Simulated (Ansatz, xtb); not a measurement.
**Relative energy of two isomers of C5H7FGe**

Structure I: `F[C]1=CC=C[CH2][GeH2]1`, a singlet. Structure II: `FC1=C[CH2][GeH2][CH]=C1`, a singlet. Both are isolated molecules in the gas phase, relaxed with PBE-D3(BJ)/def2-SVP; the shapes shown needn't be the lowest conformers.

I (Å):

```xyz
14

C     0.0925   -0.1199   -1.2090
C    -1.1974    0.2817   -1.1043
C    -2.2434   -0.4207   -0.3569
C    -2.1370   -1.5708    0.3583
C    -0.9101   -2.4182    0.5648
F     0.9725    0.6124   -1.9301
Ge    0.7280   -1.7527   -0.3371
H    -1.4824    1.2126   -1.6249
H    -3.2353    0.0585   -0.3887
H    -3.0534   -1.9388    0.8533
H    -0.7005   -2.5170    1.6529
H    -1.1079   -3.4572    0.2203
H     1.8676   -1.4209    0.6632
H     1.2752   -2.7492   -1.3941
```

II (Å):

```csv
atom,x (Å),y (Å),z (Å)
C,-0.0586,0.1239,-0.7894
C,-1.3985,0.1966,-0.6063
C,-2.3031,-0.9263,-0.1816
C,0.4950,-2.2496,-0.1632
C,0.8432,-1.0175,-0.6113
F,0.5966,1.2401,-1.1997
Ge,-1.3595,-2.6017,0.3159
H,-1.8582,1.1788,-0.8124
H,-2.9359,-0.6008,0.6720
H,-3.0219,-1.1569,-0.9994
H,-1.9223,-3.8195,-0.4673
H,-1.4896,-2.9056,1.8353
H,1.2775,-3.0198,-0.0680
H,1.8914,-0.7907,-0.8776
```

Quicker runs give these differences E(II) − E(I): GFN2-xTB +0.5 kcal/mol; HF/STO-3G +0.1 kcal/mol (at GFN2-xTB geometries); r2SCAN-D4/def2-SVP −2.3 kcal/mol (at GFN2-xTB geometries).

Problem. Which of the two would you expect CCSD(T)/def2-SVP + ΔMP2/def2-TZVPP electronic energies to favour?

Solution. Structure II; the calculation gives E(II) − E(I) = −2.9 kcal/mol.

How the difference moves with the method:

```tsv
level	geometry	E(II) − E(I) (kcal/mol)	departure from the last row (kcal/mol)	job, with rough time for the two
GFN2-xTB	GFN2-xTB	+0.5	+3.4	optimisation, 0.23 s
HF/STO-3G	GFN2-xTB	+0.1	+3.0	single point, 0.54 s
r2SCAN-D4/def2-SVP	GFN2-xTB	−2.3	+0.6	single point, 4.7 s
PBE-D3(BJ)/def2-SVP	PBE-D3(BJ)/def2-SVP	−1.6	+1.3	optimisation, 49 s
HF/def2-SVP	PBE-D3(BJ)/def2-SVP	−3.5	−0.6	part of the CCSD(T) run
MP2/def2-SVP	PBE-D3(BJ)/def2-SVP	−3.0	−0.1	part of the CCSD(T) run
CCSD(T)/def2-SVP	PBE-D3(BJ)/def2-SVP	−2.9	0.0	single point
CCSD(T)/def2-SVP + ΔMP2/def2-TZVPP	PBE-D3(BJ)/def2-SVP	−2.9		single point, 2.1 min
```

As drawn, both hold the same kinds of bond in the same numbers.

GFN2-xTB, HF/STO-3G find them nearly level. The largest departure from CCSD(T)/def2-SVP + ΔMP2/def2-TZVPP is that of GFN2-xTB, 3.4 kcal/mol. The last row adds to CCSD(T) the change of the MP2 difference between the two basis sets, here 0.0 kcal/mol.

With thermal terms from frequencies at re-optimised GFN2-xTB minima (ideal gas, soft modes damped towards free rotors, one conformer each, 298.15 K, 1 atm): on the last row, ΔE + ΔZPE = −3.1, ΔH = −3.1, ΔG = −3.2 kcal/mol.

The correlated steps freeze 15 core orbitals; the filled d shell of Ge is correlated, in a basis made for valence electrons. Run with Ansatz 0.2.0, xtb 6.7.1; the last row on 4 threads of Arm Neoverse V1 on a shared host.
